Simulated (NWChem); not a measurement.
System: SeO$_{2}$, triplet; SMILES of the neutral closed-shell parent [Se](=O)=O

Output (shortened):

```
             Northwest Computational Chemistry Package (NWChem) 7.3.0
             --------------------------------------------------------

 C2V symmetry detected

                             Geometry "geometry" -> ""
                             -------------------------

 Output coordinates in angstroms (scale by  1.889725989 to convert to a.u.)

  No.       Tag          Charge          X              Y              Z
 ---- ---------------- ---------- -------------- -------------- --------------
    1 O                    8.0000     1.22331800     0.00000000    -0.82247020
    2 Se                  34.0000     0.00000000     0.00000000     0.38704480
    3 O                    8.0000    -1.22331800     0.00000000    -0.82247020

 Effective nuclear repulsion energy (a.u.)     181.1808744197

      Symmetry information
      --------------------

 Group name             C2v
 Group number             16
 Group order               4
 No. of unique centers     2

  xc_inp: hfexch multiplicative factor not found.

                                 NWChem DFT Module
                                 -----------------

 Summary of "ao basis" -> "ao basis" (spherical)
 ------------------------------------------------------------------------------
       Tag                 Description            Shells   Functions and Types
 ---------------- ------------------------------  ------  ---------------------
 O                          def2-svp                 6       14   3s2p1d
 Se                         def2-svp                12       32   5s4p3d

      Symmetry analysis of basis
      --------------------------

        a1         25
        a2          7
        b1         17
        b2         11

            General Information
            -------------------
          SCF calculation type: DFT
          Wavefunction type:  spin polarized.
          No. of atoms     :     3
          No. of electrons :    50
           Alpha electrons :    26
            Beta electrons :    24
          Charge           :     0
          Spin multiplicity:     3
          Use of symmetry is: off; symmetry adaption is: on
          Maximum number of iterations: 150
          AO basis - number of functions:    60
                     number of shells:    24
          Convergence on energy requested:  1.00D-06
          Convergence on density requested:  1.00D-05
          Convergence on gradient requested:  5.00D-04

              XC Information
              --------------
                     Hartree-Fock (Exact) Exchange  1.000

      Superposition of Atomic Density Guess
      -------------------------------------

 Sum of atomic energies:       -2548.89409298

      Non-variational initial energy
      ------------------------------

 Total energy =   -2548.915625
 1-e energy   =   -3911.068619
 2-e energy   =    1180.972120
 HOMO         =      -0.379677
 LUMO         =      -0.164925

   Symmetry analysis of molecular orbitals - initial alpha
   -------------------------------------------------------

  Numbering of irreducible representations:

     1 a1          2 a2          3 b1          4 b2

  Orbital symmetries:

     1 a1          2 a1          3 b1          4 a1          5 b2
     6 a1          7 b1          8 a1          9 b1         10 a1
    11 b2         12 b1         13 a1         14 a1         15 a2
    16 b2         17 a1         18 b1         19 a1         20 b1
    21 a1         22 b2         23 a2         24 a1         25 b1
    26 b2         27 b1         28 a1         29 a1         30 b2
    31 a1         32 b1         33 a2         34 b2         35 a1
    36 a1

   Symmetry analysis of molecular orbitals - initial beta
   ------------------------------------------------------

  Numbering of irreducible representations:

     1 a1          2 a2          3 b1          4 b2

  Orbital symmetries:

     1 a1          2 a1          3 b1          4 a1          5 b2
     6 a1          7 b1          8 a1          9 b1         10 a1
    11 b2         12 b1         13 a1         14 a1         15 a2
    16 b2         17 a1         18 b1         19 a1         20 b1
    21 a1         22 b2         23 a2         24 a1         25 b1
    26 b2         27 b1         28 a1         29 a1         30 b2
    31 a1         32 b1         33 a2         34 b2         35 a1
    36 a1

   convergence    iter        energy       DeltaE   RMS-Dens  Diis-err
 ---------------- ----- ----------------- --------- --------- ---------
 d= 0,ls=0.0,diis     1  -2548.8623464379 -2.73D+03  7.01D-03  1.33D-01
                                                     7.65D-03  1.85D-01
 d= 0,ls=0.0,diis     2  -2548.9265304505 -6.42D-02  2.81D-03  9.68D-02
                                                     2.65D-03  5.58D-02
 d= 0,ls=0.0,diis     3  -2548.9574796726 -3.09D-02  7.56D-04  1.94D-03
                                                     1.40D-03  6.60D-03
 d= 0,ls=0.0,diis     4  -2548.9621816749 -4.70D-03  6.11D-04  6.64D-04
                                                     1.21D-03  9.83D-04
 d= 0,ls=0.0,diis     5  -2548.9638310417 -1.65D-03  1.48D-04  4.16D-05
                                                     5.15D-04  1.83D-04
  Resetting Diis
 d= 0,ls=0.0,diis     6  -2548.9641022572 -2.71D-04  1.07D-04  2.03D-05
                                                     2.70D-04  5.58D-05
 d= 0,ls=0.0,diis     7  -2548.9641980975 -9.58D-05  4.36D-05  7.02D-06
                                                     8.70D-05  2.09D-05
 d= 0,ls=0.0,diis     8  -2548.9642238662 -2.58D-05  8.53D-05  3.80D-06
                                                     1.79D-04  1.26D-05
 d= 0,ls=0.0,diis     9  -2548.9642565791 -3.27D-05  4.61D-05  7.77D-07
                                                     1.11D-04  3.26D-06
 d= 0,ls=0.0,diis    10  -2548.9642639478 -7.37D-06  1.07D-05  2.90D-07
                                                     1.94D-05  1.95D-07
 d= 0,ls=0.0,diis    11  -2548.9642644439 -4.96D-07  6.52D-06  4.08D-08
                                                     1.35D-05  1.40D-07
 d= 0,ls=0.0,diis    12  -2548.9642646360 -1.92D-07  6.71D-06  2.18D-08
                                                     7.78D-06  1.66D-08

[...]

                                NWChem TDDFT Module
                                -------------------

            General Information
            -------------------
           No. of orbitals :     120
            Alpha orbitals :      60
             Beta orbitals :      60
        Alpha frozen cores :       0
         Beta frozen cores :       0
     Alpha frozen virtuals :       0
      Beta frozen virtuals :       0
         Spin multiplicity :       3
    Number of AO functions :      60
        Use of symmetry is : off
      Symmetry adaption is : on
         Schwarz screening :  0.10D-07

              XC Information
              --------------
              Hartree-Fock (Exact) Exchange   1.00

             TDDFT Information
             -----------------
          Calculation type : CIS
         Wavefunction type : Unrestricted
          No. of electrons :      50
           Alpha electrons :      26
            Beta electrons :      24
              No. of roots :       8
          Max subspacesize :    5600
            Max iterations :     100
               Target root :       1
           Target symmetry : none
      Symmetry restriction : off
                 Algorithm : Optimal
        Davidson threshold :  0.10D-03

    8 smallest eigenvalue differences (eV)
--------------------------------------------------------
  No. Spin  Occ  Vir  Irrep   E(Occ)    E(Vir)   E(Diff)
--------------------------------------------------------
    1    2   24   25 b1       -0.395    -0.005    10.612
    2    2   24   26 b2       -0.395     0.024    11.383
    3    2   23   25 b2       -0.453    -0.005    12.207
    4    2   23   26 b1       -0.453     0.024    12.978
    5    1   26   27 a1       -0.413     0.076    13.288
    6    2   24   27 b2       -0.395     0.095    13.316
    7    2   22   25 b1       -0.522    -0.005    14.068
    8    2   21   25 a2       -0.543    -0.005    14.634
--------------------------------------------------------

  Entering Davidson iterations
  Unrestricted

  Iter   NTrls   NConv    DeltaV     DeltaE      Time
  ----  ------  ------  ---------  ---------  ---------
    1      8       0     0.29E+00   0.10+100        4.5
    2     16       0     0.82E-01   0.79E-01        5.3
    3     24       0     0.41E-01   0.80E-02        5.0
    4     32       0     0.31E-01   0.32E-02        4.6
    5     40       0     0.55E-01   0.26E-01        4.8
    6     48       2     0.11E+00   0.27E-01        4.6
    7     54       3     0.36E-01   0.95E-02        4.2
    8     59       4     0.15E-01   0.79E-03        3.8
    9     63       6     0.58E-02   0.13E-03        3.5
   10     65       6     0.11E-02   0.67E-05        3.5
   11     67       7     0.15E-03   0.25E-06        3.5
   12     68       8     0.83E-04   0.54E-08        3.9
  ----  ------  ------  ---------  ---------  ---------
  Convergence criterion met

  Ground state a2      -2548.964264635992 a.u.
  <S2> =   2.1212

  ----------------------------------------------------------------------------
  Root   1         b1             0.025480637 a.u.                0.6934 eV
  <S2> =   2.1756
  ----------------------------------------------------------------------------
     Transition Moments    X -0.00000   Y -0.10176   Z  0.00000
     Dipole Oscillator Strength                    0.0001759154
     Electric Quadrupole                           0.0000000000
     Magnetic Dipole                               0.0000000262
     Total Oscillator Strength                     0.0001759415

     Occ.   21 beta  b2  ---  Virt.   28 beta  a1      -0.19419
     Occ.   21 beta  b2  ---  Virt.   31 beta  a1      -0.07448
     Occ.   21 beta  b2  ---  Virt.   39 beta  a1      -0.05200
     Occ.   23 beta  a2  ---  Virt.   26 beta  b1       0.96537
     Occ.   23 beta  a2  ---  Virt.   27 beta  b1      -0.07753
     Occ.   23 beta  a2  ---  Virt.   32 beta  b1      -0.05547
     Occ.   23 beta  a2  ---  Virt.   43 beta  b1      -0.05341
  ----------------------------------------------------------------------------
  Root   2         b2             0.031533305 a.u.                0.8581 eV
  <S2> =   2.0751
  ----------------------------------------------------------------------------
     Transition Moments    X -0.73920   Y  0.00000   Z  0.00000
     Dipole Oscillator Strength                    0.0114869477
     Electric Quadrupole                           0.0000000001
     Magnetic Dipole                               0.0000000113
     Total Oscillator Strength                     0.0114869591

     Occ.   25 alpha a1  ---  Virt.   27 alpha b1       0.10546
     Occ.   19 beta  a1  ---  Virt.   26 beta  b1       0.08254
     Occ.   20 beta  b1  ---  Virt.   28 beta  a1      -0.14772
     Occ.   20 beta  b1  ---  Virt.   31 beta  a1      -0.05906
     Occ.   22 beta  a1  ---  Virt.   26 beta  b1      -0.19234
     Occ.   22 beta  a1  ---  Virt.   27 beta  b1      -0.05162
     Occ.   23 beta  a2  ---  Virt.   25 beta  b2       0.24628
     Occ.   24 beta  a1  ---  Virt.   26 beta  b1       0.91449
  ----------------------------------------------------------------------------
  Root   3         b1             0.078826555 a.u.                2.1450 eV
  <S2> =   2.0544
  ----------------------------------------------------------------------------
     Transition Moments    X  0.00000   Y  0.14497   Z -0.00000
     Dipole Oscillator Strength                    0.0011044297
     Electric Quadrupole                           0.0000000000
     Magnetic Dipole                               0.0000000374
     Total Oscillator Strength                     0.0011044672

     Occ.   26 alpha b2  ---  Virt.   28 alpha a1      -0.06111
     Occ.   24 beta  a1  ---  Virt.   25 beta  b2       0.99118
     Occ.   24 beta  a1  ---  Virt.   30 beta  b2       0.08184
  ----------------------------------------------------------------------------
  Root   4         a1             0.132996699 a.u.                3.6190 eV
  <S2> =   2.3192
  ----------------------------------------------------------------------------
     Transition Moments    X  0.00000   Y  0.00000   Z -0.00000
     Dipole Oscillator Strength                    0.0000000000
     Electric Quadrupole                           0.0000000036
     Magnetic Dipole                               0.0000005218
     Total Oscillator Strength                     0.0000005254

     Occ.   26 alpha b2  ---  Virt.   27 alpha b1      -0.07133
     Occ.   21 beta  b2  ---  Virt.   26 beta  b1      -0.90511
     Occ.   21 beta  b2  ---  Virt.   32 beta  b1       0.05585
     Occ.   23 beta  a2  ---  Virt.   28 beta  a1       0.37169
     Occ.   23 beta  a2  ---  Virt.   31 beta  a1       0.11293
     Occ.   23 beta  a2  ---  Virt.   36 beta  a1      -0.05841
     Occ.   23 beta  a2  ---  Virt.   38 beta  a1      -0.05011
     Occ.   23 beta  a2  ---  Virt.   39 beta  a1       0.06971
  ----------------------------------------------------------------------------
  Root   5         b2             0.151950214 a.u.                4.1348 eV
  <S2> =   2.1875
  ----------------------------------------------------------------------------
     Transition Moments    X -0.21931   Y  0.00000   Z -0.00000
     Dipole Oscillator Strength                    0.0048720654
     Electric Quadrupole                           0.0000000112
     Magnetic Dipole                               0.0000001154
     Total Oscillator Strength                     0.0048721920

     Occ.   25 alpha a1  ---  Virt.   27 alpha b1       0.09431
     Occ.   19 beta  a1  ---  Virt.   26 beta  b1       0.10122
     Occ.   20 beta  b1  ---  Virt.   28 beta  a1      -0.11887
     Occ.   21 beta  b2  ---  Virt.   33 beta  a2      -0.06171
     Occ.   22 beta  a1  ---  Virt.   26 beta  b1      -0.35774
     Occ.   23 beta  a2  ---  Virt.   25 beta  b2      -0.85379
     Occ.   23 beta  a2  ---  Virt.   30 beta  b2      -0.06678
     Occ.   24 beta  a1  ---  Virt.   26 beta  b1       0.10291
     Occ.   24 beta  a1  ---  Virt.   27 beta  b1       0.26889
  ----------------------------------------------------------------------------
  Root   6         a1             0.155106655 a.u.                4.2207 eV
  <S2> =   2.1419
  ----------------------------------------------------------------------------
     Transition Moments    X -0.00000   Y -0.00000   Z -0.00000
     Dipole Oscillator Strength                    0.0000000000
     Electric Quadrupole                           0.0000000080
     Magnetic Dipole                               0.0000007233
     Total Oscillator Strength                     0.0000007313

     Occ.   24 alpha a2  ---  Virt.   28 alpha a1       0.12226
     Occ.   26 alpha b2  ---  Virt.   27 alpha b1       0.97846
     Occ.   26 alpha b2  ---  Virt.   33 alpha b1      -0.09525
     Occ.   20 beta  b1  ---  Virt.   25 beta  b2      -0.05653
     Occ.   21 beta  b2  ---  Virt.   26 beta  b1      -0.07365
  ----------------------------------------------------------------------------
  Root   7         b2             0.182566921 a.u.                4.9679 eV
  <S2> =   3.0616
  ----------------------------------------------------------------------------
     Transition Moments    X -0.14635   Y -0.00000   Z  0.00000
     Dipole Oscillator Strength                    0.0026067375
     Electric Quadrupole                           0.0000000031
     Magnetic Dipole                               0.0000007442
     Total Oscillator Strength                     0.0026074848

[...]
```

Level: UHF/def2-SVP, CIS. In the optimisation the excess spin sits in b1 and b2 (C2v, its own frame). Structure relaxed at the PBE-D3(BJ)/def2-SVP, spin-unrestricted level. The spin multiplicity was typed, not searched, and may not be the lowest. No stability test was run on the SCF state.

Q: Reconstruct the input file.

A: This is not unique; one that fits is the input that was run:
```
start job
memory heap 200 mb stack 700 mb global 900 mb
geometry units angstroms noautoz
  O      1.223318     0.000000    -0.706404
  Se     0.000000     0.000000     0.503111
  O     -1.223318     0.000000    -0.706404
end
basis spherical
  O library def2-svp
  Se library def2-svp
end
dft
  odft
  mult 3
  xc hfexch
  iterations 150
end
tddft
  cis
  nroots 8
end
task tddft energy
```
